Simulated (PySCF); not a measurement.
## Two-component Hartree-Fock for Al²⁺ (aluminium, charge +2)

Start: [Ne] 3p1; 3p3/2 filled at m_j = +3/2. Calculated with PySCF 2.14 in x2c-SVPall-2c with one added diffuse shell each of s, p type (5s5p1d, 25 functions): generalised Hartree-Fock with the X2C-1e Hamiltonian and a Gaussian nucleus; one run each with spin-orbit coupling (SO) switched off, then screened by Boettger's factors. This is a chosen level, not necessarily the ground level.

| spinor shell | electrons | ε, spin-free (eV) | ε, screened SO (eV) | weight of nominal j (screened SO) | rms radius, screened SO (bohr) |
| --- | --- | --- | --- | --- | --- |
| 1s1/2 | 2 | -1616.6 | -1616.6 | 1.000 | 0.139 |
| 2s1/2 | 2 | -155.53 | -155.54 | 1.000 | 0.677 |
| 2p3/2 | 4 | -109.44 | -109.33 | 0.973 | 0.670 |
| 2p1/2 | 2 | -109.44 | -109.68 | 0.947 | 0.670 |
| 3p3/2 | 1 | -21.416 | -21.406 | 1.000 | 2.84 |

| quantity | spin-free | screened SO |
| --- | --- | --- |
| E (hartree) | -241.13336 | -241.13307 |
| M_J | 3/2 | 3/2 |
| ⟨J²⟩ | 3.750 | 3.750 |
| ⟨L²⟩ | 2.000 | 2.000 |
| ⟨S²⟩ | 0.750 | 0.750 |

Each row is a mean over spinors that exchange with the open shell spreads, by up to 0.858 eV (2p3/2).

Without spin-orbit coupling the j labels of p, d and f shells carry no meaning; the spin-free column gives the mean over the occupied spinors of each nl shell.
